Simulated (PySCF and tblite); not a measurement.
The numbers below are computed, except where a source is named.
C5H6F4O, numbered as in [CH3:1][C:2](=[O:3])[C:4]([F:5])([F:6])[CH2:7][CH:8]([F:9])[F:10]: conformational analysis

Conformers came from 150 starts (ETKDG and KDG, MMFF94s, GFN2-xTB); geometries are GFN2-xTB. Weights use B3LYP-D3(BJ)/def2-SVP (IEF-PCM, water) energies plus GFN2-xTB zero-point and thermal terms (modes under about 100 cm⁻¹ blended into free rotors). Symmetry numbers and mirror images are counted. Conformers within 3 kcal/mol (GFN2-xTB free energy) were kept, 9 at most. GIAO shieldings: B97-2/pcSseg-1 (IEF-PCM, water). Shifts are against TMS (¹H), TMS (¹³C) at the same level. Programs: PySCF with density fitting and tblite.

Torsions listed: O3–C2–C4–F5, F5–C4–C7–C8, C4–C7–C8–F9. Of a mirror pair one member is shown.

| conformer | shape | symmetry | E(GFN2) kcal/mol | E(DFT) kcal/mol | G(298.15 K) kcal/mol | weight % | dipole D |
| --- | --- | --- | --- | --- | --- | --- | --- |
| 1 | -75°, -162°, -176° | C1 (pair) | 0.00 | 0.00 | 0.00 | 41.1 | 2.64 |
| 2 | -173°, 57°, -71° | C1 (pair) | 1.18 | 0.29 | 0.28 | 25.7 | 1.29 |
| 3 | -114°, -57°, 161° | C1 (pair) | 0.35 | 0.99 | 0.60 | 14.8 | 2.75 |
| 4 | -113°, 177°, 62° | C1 (pair) | 0.73 | 0.95 | 0.68 | 13.1 | 2.54 |
| 5 | 148°, 166°, 164° | C1 (pair) | 0.78 | 1.39 | 1.21 | 5.4 | 2.89 |

Weights (%) against temperature:

```csv
T (K),1,2,3,4,5,S(mix) cal/mol/K
180,58.0,25.9,7.8,6.5,1.8,3.59
230,49.1,26.4,11.4,9.7,3.3,3.94
298.15,41.1,25.7,14.8,13.1,5.4,4.20
330,38.3,25.2,15.9,14.3,6.2,4.28
400,33.9,24.3,17.6,16.4,7.7,4.38
```

Averaged shifts at 298.15 K. ¹H: 6.63 (H8, 1H), 3.00 (H7, 2H), 2.76 (H1, 3H) ppm. ¹³C: 208.9 (C2), 122.7 (C4), 120.3 (C8), 43.1 (C7), 28.5 (C1) ppm.

Coordinates of conformer 1 (Å):

```xyz
16

C    -1.923    1.092    0.554
C    -1.278    0.098   -0.347
O    -1.499   -0.054   -1.514
C    -0.236   -0.836    0.344
F    -0.821   -2.054    0.516
F     0.052   -0.407    1.606
C     1.043   -0.989   -0.475
C     1.931    0.237   -0.310
F     3.014    0.140   -1.108
F     1.272    1.361   -0.687
H    -2.707    1.622    0.022
H    -2.325    0.589    1.433
H    -1.167    1.797    0.897
H     1.591   -1.873   -0.142
H     0.765   -1.103   -1.526
H     2.280    0.389    0.723
```

Coordinates of conformer 2 (Å):

```xyz
16

C     2.084   -0.731    0.449
C     1.048    0.309    0.690
O     0.810    0.851    1.732
C     0.234    0.729   -0.572
F     0.502   -0.076   -1.630
F     0.678    1.966   -0.952
C    -1.268    0.814   -0.293
C    -1.893   -0.552   -0.038
F    -1.952   -1.288   -1.169
F    -1.158   -1.276    0.841
H     2.729   -0.427   -0.374
H     2.664   -0.896    1.351
H     1.589   -1.656    0.152
H    -1.394    1.445    0.589
H    -1.765    1.271   -1.151
H    -2.915   -0.474    0.363
```

Shifts are unscaled: against experiment ¹³C can be off by 15 ppm or more and ¹H by 0.8 ppm.

Search and properties took 4.3 min on 1 thread of Arm Neoverse V1, shared host (rough), launched as `OMP_NUM_THREADS=1 python ens_run.py task.json out`.


Conformer gaps in def2-SVP on xTB geometries can be 2 kcal/mol too large for S=O, P=O and other polar bonds.